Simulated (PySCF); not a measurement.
## Does the structure fit the spectrum?

A compound C6H13BO2 gives the data below (simulated from a calculation) and was assigned the structure `C/C=C/CB(OC)OC`.

¹³C{¹H} NMR (computed): δ 137.1 (C), 128.7 (C), 25.1 (CH2), 23.2 (CH3), 22.1 (CH3), 21.8 (CH3).

¹H NMR (400 MHz, computed): δ 3.49 (br s, 2H), 1.96 (s, 3H), 1.80 (s, 3H), 1.54 (s, 3H), 1.26 (s, 2H).

Computed data (PySCF 2.14.0 with density-fitted response routines): PBE0-D3(BJ)/def2-SVP geometry, σ from GIAO-B3LYP/pcSseg-1. Non-relativistic Hamiltonian, isolated molecule, single conformer, fast rotation and ring inversion assumed for equivalent nuclei.

Shifts are taken against calculated references (same method and geometry level): ¹H (31.38 ppm), ¹³C (179.24 ppm) against TMS.

(1) Compare with the shifts computed for the proposed structure, pairing carbons in order of shift.

(2) Which isomer fits?

## Answers

(1) Numbering as in the mapped SMILES `[CH3:1]/[CH:2]=[CH:3]/[CH2:4][B:5]([O:6][CH3:7])[O:8][CH3:9]`. Each H is labelled by its parent atom.

```
atom  computed for proposal  given list  difference
  C3                  137.6       137.1        +0.5
  C2                  130.9       128.7        +2.2
  C7                   52.4        25.1       +27.3
  C9                   52.4        23.2       +29.2
  C1                   21.6        22.1        -0.5
  C4                   21.4        21.8        -0.4
```

The rms difference is 16.3 ppm and the largest +29.2 ppm at C9 (methyl carbon bonded to O). The proposal also would give 5 carbon signals, not 6. The carbon types in order of shift don't match either: CH, CH, CH3, CH3, CH3, CH2 for the proposal against C, C, CH2, CH3, CH3, CH3 in the data. The proposal doesn't fit.

(2) `CC(C)=C(C)CB(O)O`.

- δC 137.1, 128.7: fully substituted alkene carbon; as expected for a trigonal carbon in a double bond.
- δC 23.2, 22.1, 21.8: allylic methyl carbon; saturated and bonded to C and H only.
- δH 3.49: hydrogen on an oxygen bonded to B; exchangeable; this is the value without hydrogen bonding to other molecules.
- δH 1.96, 1.80, 1.54: hydrogen on an allylic methyl carbon; allylic position.

Other isomers checked: C/C=C\CB(OC)OC (rms 16.8 ppm); C=C(CC)B(OC)OC (rms 20.3 ppm).

The shifts were computed for this structure.

The OH or NH signal is concentration- and solvent-dependent in practice; the value given is the gas-phase one. A carbon bonded to boron is broadened by the quadrupolar boron nucleus and is often missing from a measured spectrum. Shifts are as computed. Against solution values, carbons near 30 ppm lie about +2 ppm off and those near 130 ppm about +6 ppm. Of 1309 compounds with measured shifts, 239 miss one by over three times the rms of a fit or turn the order of signals round; such compounds aren't used in these exercises. Multiplicities follow the n + 1 count of equivalent neighbours, as no J values were calculated; m marks all less simple cases, F and P coupling included.
